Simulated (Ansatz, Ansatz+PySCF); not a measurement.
```xyz
5

O     0.0401   -0.0242    0.0530
O    -0.7300    0.8767    0.0788
O     3.3887    0.1425    0.2644
H     3.5869    0.8289    0.9478
H     4.2111   -0.1138   -0.0868
```

Basis set: def2-SVP (spherical functions). Left uncorrelated: 3 orbitals. Charge 0, multiplicity 3.

Computed with Ansatz (development build ahead of 0.2.0); each method stands on the lowest determinant of its kind that the runs found.

**Question.** Give the atomization energy at this shape (free ground-state atoms in the same class of orbitals less the molecule, no zero-point energy) of triplet H2O3 by UHF-MP2, UHF.

**Answer.**

```csv
method,atomization energy
UHF-MP2,332.87 kcal/mol
UHF,184.68 kcal/mol
```

Caution for UHF-MP2: MP2 forces lie far from those of the mean fields.
